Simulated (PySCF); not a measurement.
# Single point on SrBr⁺

State: ¹Σ⁺ (singlet), closed shell.

An equivalent input (the run itself took its basis sets from the Basis Set Exchange, started from a PBE0 density and held the occupation σ 10α 10β, πx 5α 5β, πy 5α 5β, δx 1α 1β, δy 1α 1β):

```python
from pyscf import gto, dft
mol = gto.M(atom='Sr 0 0 0; Br 0 0 2.655', basis={'Sr': 'def2-SVP', 'Br': 'def2-SVP'}, ecp={'Sr': 'def2-SVP'},
            charge=1, spin=0, verbose=4, symmetry='C2v')
mf = dft.UKS(mol, xc='R2SCAN')
mf.grids.atom_grid = (80, 434)
mf.grids.prune = dft.gen_grid.treutler_prune
mf.irrep_nelec = {'A1': (11, 11), 'A2': (1, 1), 'B1': (5, 5), 'B2': (5, 5)}
mf.conv_tol = 1e-9
mf.max_cycle = 60
mf.diis_space = 10
mf.kernel()
```

The log (some set-up lines and the per-cycle HOMO/LUMO lines removed):

```
******** <class 'pyscf.dft.uks_symm.SymAdaptedUKS'> ********
method = SymAdaptedUKS
damping factor = 0
level_shift factor = 0
DIIS = <class 'pyscf.scf.diis.CDIIS'>
diis_start_cycle = 1
diis_space = 10
diis_damp = 0
SCF conv_tol = 1e-09
SCF conv_tol_grad = None
SCF max_cycles = 60
number electrons alpha = 22  beta = 22
Set gradient conv threshold to 3.16228e-05
init E= -2604.41405090231
cycle= 1 E= -2604.41451590649  delta_E= -0.000465  |g|= 0.00682  |ddm|= 0.0558
cycle= 2 E= -2604.41451864081  delta_E= -2.73e-06  |g|= 0.00399  |ddm|= 0.0119
cycle= 3 E= -2604.41452466038  delta_E= -6.02e-06  |g|= 0.00266  |ddm|= 0.0108
cycle= 4 E= -2604.41452962454  delta_E= -4.96e-06  |g|= 0.000145  |ddm|= 0.0044
cycle= 5 E= -2604.41452963266  delta_E= -8.12e-09  |g|= 2.43e-05  |ddm|= 0.000256
cycle= 6 E= -2604.41452963306  delta_E= -3.97e-10  |g|= 5.86e-06  |ddm|= 3.27e-05
Extra cycle  E= -2604.41452963302  delta_E= 3.27e-11  |g|= 9.24e-06  |ddm|= 2.73e-05
converged SCF energy = -2604.41452963302  <S^2> = 1.4210855e-14  2S+1 = 1
```

Repeating this along the bond gives Re = 2.657 Å and ωe = 263 cm⁻¹.

A point of this curve took 1 CPU seconds beside 0.23 for the integrals, on Arm Neoverse V1 (shared host).
